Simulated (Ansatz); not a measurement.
Consider the atomization: `OCCC[SiH3]` → 3 C• + 10 H• + O• + Si•.

Program: Ansatz. Geometries: PBE0-D4/def2-TZVP. ΔE: electronic, gas phase. CCSD(T)/CBS is the MP2 limit (def2-TZVPP, def2-QZVPP) plus CCSD(T) − MP2 in def2-TZVPP, frozen cores. This one scheme is used for every species, atoms too. Functionals use def2-TZVPP. B3LYP here is the variant with VWN-RPA as its local correlation; programs differ in this. No spin–orbit coupling; open shells (•) take unrestricted orbitals. Spin–orbit coupling would lower the free atoms: a little for C, O, Si. Each species was taken in one conformer, which may not be the lowest.

`OCCC[SiH3]`:

Z-matrix (Å, degrees):
```
C
C 1 1.512
O 1 1.414 2 108.4
H 1 1.099 2 109.4 3 -121.1
H 1 1.100 2 110.0 3 121.0
C 2 1.527 1 113.7 3 -58.8
H 2 1.095 1 108.3 3 63.3
H 2 1.095 1 107.9 3 178.5
H 3 0.959 1 108.8 2 175.2
Si 6 1.878 2 115.7 1 -60.9
H 6 1.095 2 109.7 1 177.9
H 6 1.094 2 109.7 1 61.4
H 10 1.489 6 112.5 2 68.3
H 10 1.488 6 109.9 2 -171.5
H 10 1.491 6 110.4 2 -52.0
```

```json
{"level": "PBE-D4", "ΔE (kJ/mol)": "5553.0", "difference from CCSD(T)/CBS": "56.0"}
{"level": "r2SCAN-D4", "ΔE (kJ/mol)": "5492.8", "difference from CCSD(T)/CBS": "-4.2"}
{"level": "PBE0-D4", "ΔE (kJ/mol)": "5490.5", "difference from CCSD(T)/CBS": "-6.5"}
{"level": "B3LYP-D4", "ΔE (kJ/mol)": "5488.4", "difference from CCSD(T)/CBS": "-8.6"}
{"level": "ωB97X-V", "ΔE (kJ/mol)": "5506.7", "difference from CCSD(T)/CBS": "9.7"}
{"level": "ωB97M-V", "ΔE (kJ/mol)": "5504.6", "difference from CCSD(T)/CBS": "7.6"}
{"level": "B2PLYP", "ΔE (kJ/mol)": "5428.7", "difference from CCSD(T)/CBS": "-68.3"}
{"level": "PBE", "ΔE (kJ/mol)": "5523.7", "difference from CCSD(T)/CBS": "26.7"}
{"level": "r2SCAN", "ΔE (kJ/mol)": "5485.2", "difference from CCSD(T)/CBS": "-11.8"}
{"level": "PBE0", "ΔE (kJ/mol)": "5465.8", "difference from CCSD(T)/CBS": "-31.2"}
{"level": "B3LYP", "ΔE (kJ/mol)": "5441.8", "difference from CCSD(T)/CBS": "-55.2"}
{"level": "HF/def2-TZVPP", "ΔE (kJ/mol)": "4090.0", "difference from CCSD(T)/CBS": "-1407.0"}
{"level": "MP2/def2-TZVPP", "ΔE (kJ/mol)": "5409.9", "difference from CCSD(T)/CBS": "-87.1"}
{"level": "SCS-MP2/def2-TZVPP", "ΔE (kJ/mol)": "5411.9", "difference from CCSD(T)/CBS": "-85.1"}
{"level": "CCSD/def2-TZVPP", "ΔE (kJ/mol)": "5307.7", "difference from CCSD(T)/CBS": "-189.3"}
{"level": "CCSD(T)/def2-TZVPP", "ΔE (kJ/mol)": "5370.5", "difference from CCSD(T)/CBS": "-126.5"}
{"level": "HF/def2-QZVPP", "ΔE (kJ/mol)": "4095.9", "difference from CCSD(T)/CBS": "-1401.1"}
{"level": "MP2/def2-QZVPP", "ΔE (kJ/mol)": "5484.5", "difference from CCSD(T)/CBS": "-12.5"}
{"level": "SCS-MP2/def2-QZVPP", "ΔE (kJ/mol)": "5496.0", "difference from CCSD(T)/CBS": "-1.0"}
{"level": "HF/CBS(def2)", "ΔE (kJ/mol)": "4096.9", "difference from CCSD(T)/CBS": "-1400.1"}
{"level": "MP2/CBS(def2)", "ΔE (kJ/mol)": "5536.3", "difference from CCSD(T)/CBS": "39.3"}
{"level": "CCSD/CBS(def2)", "ΔE (kJ/mol)": "5434.1", "difference from CCSD(T)/CBS": "-62.9"}
{"level": "CCSD(T)/CBS", "ΔE (kJ/mol)": "5497.0", "difference from CCSD(T)/CBS": "0"}
```

Largest T1 diagnostic among the species: 0.012.

The D4 term adds +46.6 kJ/mol with B3LYP and +24.7 kJ/mol with PBE0; it sums over pairs of atoms, weighted by their polarisabilities, and B3LYP, whose exchange is more repulsive, gets the larger term. In def2-TZVPP, CCSD(T) changes the Hartree–Fock value by +1280.6 kJ/mol (the triples alone add +62.8 kJ/mol) and MP2 by +1319.9 kJ/mol; breaking electron pairs costs correlation energy, which Hartree–Fock lacks.

For atomizations the MP2-based limit and the directly extrapolated one differ by several kJ/mol either way, and by 10 to 25 for some Ge, Se and Sn compounds, so smaller differences from it don't rank the levels.
